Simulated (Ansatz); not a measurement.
CH4Mg (SMILES [CH3][MgH]), singlet, at a GFN2-xTB geometry (such geometries of metal compounds can be far from the true shape), atoms displaced at random by about 0.03 Å a coordinate; PBE/cc-pVDZ, gradient (Ansatz, an electronic-structure program).

Here is a job for Ansatz.
Ansatz 0.2 input:
```yaml
crystal:
  periodic: [false, false, false]
  atoms:
    - {symbol: Mg, position_ang: [-0.65015370, -0.53064204, -0.12995349]}
    - {symbol: H, position_ang: [-2.30865769, -0.55258477, -0.28992006]}
    - {symbol: C, position_ang: [1.00089819, 0.67604077, 0.10376028]}
    - {symbol: H, position_ang: [1.56335140, 0.57458688, 1.14292960]}
    - {symbol: H, position_ang: [0.63835730, 1.70034278, 0.13849378]}
    - {symbol: H, position_ang: [1.82014402, 0.66394046, -0.51452099]}
basis:
  gaussian:
    orbitals: cc-pVDZ
hamiltonian:
  xc: pbe
output: {forces: true}
```

Write the output that Ansatz gives for this input, abridged.


```
Functional definition: PBE
670 factors; their error is unknown
mean field evaluation 1: about -6530.5201 eV, gradient 5.9e1 eV
mean field evaluation 2: about -6501.5377 eV, gradient 9.3e1 eV
mean field evaluation 4: about -6539.9451 eV, gradient 6.3e0 eV
mean field evaluation 8: about -6540.1560 eV, gradient 1.0e-1 eV
mean field -6540.15599990 eV, -240.3462999194 hartree, gradient 4.0e-5 eV, S^2 0.000000; 0 other end points of the search recorded, 0 dependent functions left out
the calculation of the forces begins
reference -6540.15604653 eV, -240.3463016329 hartree; 11, 11 occupied and 41, 41 virtual orbitals, 670 factors
Total energy: -6540.15604653 eV, -240.3463016329 hartree
Atom 0 at    -0.650154    -0.530642    -0.129953 Å, force     0.192093     0.344506     0.008742 eV/Å
Atom 1 at    -2.308658    -0.552585    -0.289920 Å, force    -0.591401    -0.334477    -0.061947 eV/Å
Atom 2 at     1.000898     0.676041     0.103760 Å, force    -0.527897    -0.716980     3.860523 eV/Å
Atom 3 at     1.563351     0.574587     1.142930 Å, force    -1.097727    -0.030102    -1.232008 eV/Å
Atom 4 at     0.638357     1.700343     0.138494 Å, force    -0.456857     0.860459    -0.092289 eV/Å
Atom 5 at     1.820144     0.663940    -0.514521 Å, force     2.481790    -0.123405    -2.483021 eV/Å
Dipole moment:     0.207137    -0.323128     0.003060 e Å
```
